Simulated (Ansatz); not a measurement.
trans-CoF2(H2O)4 (CoO₄F₂H₈): single points at one geometry.

```yaml
crystal:
  periodic: [false, false, false]
  atoms:
    - {symbol: Co, position_ang: [0.000528, 0.001481, -0.001690]}
    - {symbol: F, position_ang: [0.599429, -0.768078, 1.740366]}
    - {symbol: F, position_ang: [-0.603304, 0.770303, -1.741721]}
    - {symbol: O, position_ang: [2.191934, 0.228171, 0.152578]}
    - {symbol: O, position_ang: [-2.190594, -0.232120, -0.150773]}
    - {symbol: O, position_ang: [0.108990, 2.154165, 0.211418]}
    - {symbol: O, position_ang: [-0.107268, -2.151495, -0.216150]}
    - {symbol: H, position_ang: [2.671763, -0.454009, -0.353719]}
    - {symbol: H, position_ang: [1.909470, -0.231018, 1.015406]}
    - {symbol: H, position_ang: [-1.914090, 0.235347, -1.010176]}
    - {symbol: H, position_ang: [-2.669366, 0.444326, 0.364342]}
    - {symbol: H, position_ang: [-0.153719, 2.054037, -0.754152]}
    - {symbol: H, position_ang: [1.084847, 2.236423, 0.181191]}
    - {symbol: H, position_ang: [-1.082850, -2.235296, -0.186416]}
    - {symbol: H, position_ang: [0.154251, -2.052206, 0.749497]}
basis:
  gaussian: {orbitals: def2-TZVP, initial_orbitals: start.molden}
magnetization: {spin_polarized: true, initial_magnetization: 3}
hamiltonian: {xc: hf}
scf: {omitted_lower_state_checks: [starts]}
output: {orbitals: {seedname: orbitals}}
```

The file start.molden holds the orbitals of an earlier run on this structure, at another level or in another basis.

```sh
$ ansatz run in.yaml --threads 4 --pin off --events-out ev --progress --plain --max-ram 4787MiB
```

Output, abridged:

```
Functional definition: HF
  name "HF"
  cite "Fock, Z. Phys. 61, 126 (1930) doi:10.1007/BF01340294"
  parent pbe
  exchange = exact_x
  correlation = 0
these checks for a lower state are left out or cut short: starts
2119 factors; their error is unknown
mean field evaluation 1: about -51283.9665 eV, gradient 2.9e1 eV
mean field evaluation 2: about -51286.0902 eV, gradient 2.0e0 eV
mean field evaluation 4: about -51286.9088 eV, gradient 5.0e-1 eV
mean field evaluation 8: about -51286.9100 eV, gradient 1.8e-5 eV
mean field -51286.91002673 eV, -1884.7591799660 hartree, gradient 9.6e-6 eV, S^2 3.755853; 0 other end points of the search recorded, 0 dependent functions left out
reference -51286.91002673 eV, -1884.7591799660 hartree; 44, 41 occupied and 235, 238 virtual orbitals, 2119 factors
Total energy: -51286.91002673 eV, -1884.7591799660 hartree
Checks for a lower state left out: starts
```

Run time 33 s (4 threads of Arm Neoverse V2 on a shared host), peak host memory 1.9 GiB.

First input, but with `gaussian: {orbitals: def2-SVP, initial_orbitals: start.molden}`, `hamiltonian: {xc: pbe0, dispersion: d4}` (abridged; 12 s):

```
Functional definition: PBE0
mean field -51347.95562926 eV, -1887.0025644808 hartree, gradient 5.8e-6 eV, S^2 3.752414
Total energy: -51348.18340585 eV, -1887.0109351162 hartree
Checks for a lower state left out: starts
```

As the first input, with `hamiltonian: {xc: pbe, dispersion: d4}`, `output: {forces: true, orbitals: {seedname: orbitals}}` (abridged; 11 s):

```
Functional definition: PBE
mean field -51369.56392980 eV, -1887.7966548790 hartree, gradient 9.8e-6 eV, S^2 3.753252
Total energy: -51369.83144719 eV, -1887.8064859617 hartree
Atom 0 force    -0.000687    -0.011710    -0.001769 eV/Å
Atom 1 force    -0.035607     0.045892     0.208193 eV/Å
Atom 2 force     0.033997    -0.039061    -0.203972 eV/Å
Atom 3 force     0.090143    -0.273647     0.066923 eV/Å
Atom 4 force    -0.100445     0.290756    -0.045735 eV/Å
Atom 5 force     0.193815    -0.041356    -0.213257 eV/Å
Atom 6 force    -0.183375     0.037117     0.209414 eV/Å
Atom 7 force    -0.022946     0.155390    -0.006368 eV/Å
Atom 8 force     0.177352     0.133983    -0.084936 eV/Å
Atom 9 force    -0.168611    -0.141864     0.064381 eV/Å
Atom 10 force     0.021254    -0.159494     0.003429 eV/Å
Atom 11 force     0.005701     0.193960     0.166905 eV/Å
Atom 12 force    -0.129656     0.089040     0.097558 eV/Å
Atom 13 force     0.122776    -0.085458    -0.100027 eV/Å
Atom 14 force    -0.003711    -0.193548    -0.160740 eV/Å
Dipole moment:    -0.000707    -0.000678     0.002987 e Å
Checks for a lower state left out: starts
```

First input, but with `gaussian: {orbitals: def2-SVP, initial_orbitals: start.molden}`, `hamiltonian: {xc: pbe, dispersion: d4}` (abridged; 5.5 s):

```
Functional definition: PBE
mean field -51347.26621394 eV, -1886.9772289351 hartree, gradient 2.7e-6 eV, S^2 3.751754
Total energy: -51347.53376171 eV, -1886.9870611344 hartree
Checks for a lower state left out: starts
```

Geometry: PBE-D4/def2-SVP.

Another isomer (quartet) lies 0.06 eV lower at PBE0-D4/def2-SVP; other spin states weren't run for this one.
